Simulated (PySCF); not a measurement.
In(H)2(OiPr), SMILES CC(C)[O][InH2] (C₃H₉InO), B3LYP/def2-SVP optimised geometry.

```
14

In    -1.55    -0.15     0.00
H     -2.08    -1.79     0.00
H     -2.39     1.36     0.00
O      0.47    -0.15     0.00
C      1.37     0.94     0.00
C      1.24     1.79     1.27
C      1.23     1.78    -1.27
H      2.39     0.50     0.00
H      0.25     2.28     1.31
H      2.01     2.57     1.31
H      1.34     1.15     2.16
H      1.33     1.15    -2.17
H      0.25     2.28    -1.31
H      2.01     2.57    -1.32
```

Density from PySCF 2.14.0 with B3LYP/def2-TZVP, def2 effective core potentials past Kr at that geometry. The core electrons that the potentials of In replace are not part of the density.

Minimum of the electron density along straight lines between bonded atoms, close to the bond critical point (lines longer than 1.1 times the sum of covalent radii, or with two minima, are not listed):

```tsv
bond	length / Å	ρ at the minimum / e bohr⁻³	∇²ρ there / e bohr⁻⁵	position (fraction from the first atom)
In1–H2	1.720	0.106	0.10	0.64
In1–H3	1.728	0.104	0.11	0.64
In1–O4	2.022	0.103	0.46	0.52
O4–C5	1.408	0.267	-0.64	0.64
C5–C6	1.532	0.250	-0.64	0.50
C5–C7	1.532	0.250	-0.64	0.50
C5–H8	1.110	0.278	-0.96	0.64
C6–H9	1.105	0.270	-0.90	0.64
C6–H10	1.103	0.271	-0.91	0.64
C6–H11	1.101	0.273	-0.92	0.64
C7–H12	1.101	0.273	-0.92	0.64
C7–H13	1.105	0.270	-0.90	0.64
C7–H14	1.103	0.271	-0.91	0.64
```
